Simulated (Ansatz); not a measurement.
`O[SiH]([SiH3])P` → 7 H• + O• + P• + 2 Si•  (atomization)

Calculated with Ansatz (gas phase, PBE0-D4/def2-TZVP geometries, no zero-point term in ΔE). CCSD(T)/CBS is the MP2 limit (def2-TZVPP, def2-QZVPP) plus CCSD(T) − MP2 in def2-TZVPP, frozen cores. This one scheme is used for every species, atoms too. Functionals use def2-TZVPP. B3LYP here is the variant with VWN-RPA as its local correlation; programs differ in this. No spin–orbit coupling; open shells (•) take unrestricted orbitals. Spin–orbit coupling would lower the free atoms: a little for O, Si. One conformer a species, not always the lowest.

(1) What is ΔE at CCSD(T)/CBS? (Estimate.)

(2) What do these levels give: B3LYP-D4, PBE, MP2/def2-TZVPP, CCSD/def2-TZVPP, CCSD(T)/def2-TZVPP, MP2/def2-QZVPP? (Best estimate.)

Largest T1 diagnostic among the species: 0.014.

Results:

(1) The calculation gave: +35.04 eV.

(2) Computed: B3LYP-D4 35.00, PBE 34.61, MP2/def2-TZVPP 33.83, CCSD/def2-TZVPP 33.54, CCSD(T)/def2-TZVPP 33.96, MP2/def2-QZVPP 34.47 eV.

From PBE to PBE0 (25 % exact exchange), in def2-TZVPP and without D4, ΔE moves by −0.32 eV: exact exchange takes away binding that semilocal exchange gives to molecules. In def2-TZVPP, CCSD(T) changes the Hartree–Fock value by +8.65 eV (the triples alone add +0.41 eV) and MP2 by +8.52 eV; breaking electron pairs costs correlation energy, which Hartree–Fock lacks. The D4 term adds +0.44 eV with B3LYP and +0.23 eV with PBE0; it sums over pairs of atoms, weighted by their polarisabilities, and B3LYP, whose exchange is more repulsive, gets the larger term.

For atomizations the MP2-based limit and the directly extrapolated one differ by several kJ/mol either way, and by 10 to 25 for some Ge, Se and Sn compounds, so smaller differences from it don't rank the levels.
